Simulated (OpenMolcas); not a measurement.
What dynamic correlation does to the levels of Be II

| Item | Value |
| --- | --- |
| Program | OpenMolcas 26.06 |
| Basis | ANO-RCC-VTZP [4s3p2d1f] |
| Scalar Hamiltonian | DKH2, point nucleus |
| Active space | 1 electron in 4 orbitals (2s 2p) |
| State averaging | 2S+1 = 2 even, 1 root; 2S+1 = 2 odd, 3 roots |
| Spin-orbit coupling | state interaction with AMFI integrals over the reference wave functions, term energies averaged over their components |

Methods on the same reference wave functions:
A. CASSCF
B. SS-CASPT2, IPEA 0.25 Eh, imaginary shift 0.1 Eh (closed shells correlated: 1s)
C. XMS-CASPT2, IPEA 0.25 Eh, imaginary shift 0.1 Eh (closed shells correlated: 1s)

Energies in eV above 2s 2S 1/2, the measured ground level; measured values from NIST Handbook of Basic Atomic Spectroscopic Data.

| Level | A | B | C | Measured |
| --- | --- | --- | --- | --- |
| 2s 2S 1/2 | 0.0000 | 0.0000 | 0.0000 | 0.0000 |
| 2p 2P* 1/2 | 4.0746 | 4.062 | 4.061 | 3.9587 |
| 2p 2P* 3/2 | 4.0752 | 4.062 | 4.062 | 3.9595 |

Deviations, from unrounded energies. A percentage is the sum of absolute deviations over the sum of measured energies, with the sign that they share, or ± where signs differ.

```csv
Against measurement,Levels,A,B,C
mean absolute deviation (cm-1),2,930,830,830
other configurations (%),2,+2.9,+2.6,+2.6
```

B, C lie about equally close to measurement and A furthest from it. The largest miss of C in the table is 2p 2P* 1/2, by +830 cm-1. The ranking rests on the paired levels alone, and a cruder setting can come out closer through cancelling errors.

Between B and C the level of the table that moves most is 2p 2P* 1/2, by 5.4 cm-1 (lowest in C, highest in B).

The lowest spin-free term lies below A's lowest term by 0.035 hartree in B, 0.035 hartree in C.

ANO sets are built for ground and valence states and can reach diffuse excited orbitals poorly. With one active electron the reference holds no correlation, so core polarisation is missing (holds for A). With one active electron, CASPT2 adds the correlation within the correlated inactive shells and between them and that electron, and leaves the splitting within a term as the reference gives it (holds for B; C). Measured partners are found by configuration, term and J. A level has none where our copy of the source lacks it or the pairing is in doubt (some pairs that miss far off the trend of their configuration count as doubtful), and it then counts in no deviation. Levels of configurations outside the active space are missing.

* marks odd parity.
